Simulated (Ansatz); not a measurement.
Calculated with Ansatz (gas phase, PBE0-D4/def2-TZVP geometries, no zero-point term in ΔE). CCSD(T)/CBS adds triple-zeta CCSD(T) − MP2 to the extrapolated MP2 energy (def2 sets, frozen cores). This one scheme is used for every species. DFT in def2-TZVPP. For Ga, Ge outer-core shells are correlated without core-valence functions, which leaves a few kJ/mol of doubt a bond. Scalar relativity is left out up to krypton. Each species was taken in one conformer, which may not be the lowest.

Consider the formal exchange of groups at a Ge–Ga bond: `[CH3][GaH][GeH2][C]#N` + `C#N` → `N#[C][GeH2][C]#N` + `[CH3][GaH2]`.

```
 level  ΔE (kJ/mol)
B2PLYP         40.0
   PBE         49.6
```

**Question.** What does CCSD(T)/CBS give? (Estimate.)

**Answer.** Computed: +45.7 kJ/mol. The listed levels differ from it by -5.7, 3.9 kJ/mol.

Largest T1 diagnostic among the species: 0.014.

In def2-TZVPP, CCSD(T) changes the Hartree–Fock value by +10.8 kJ/mol (the triples alone add +0.5 kJ/mol) and MP2 by +8.9 kJ/mol. The D4 term adds +4.3 kJ/mol with B3LYP and +2.8 kJ/mol with PBE0; it sums over pairs of atoms, weighted by their polarisabilities, and B3LYP, whose exchange is more repulsive, gets the larger term.

B3LYP here is the variant with VWN-RPA as its local correlation; programs differ in this.
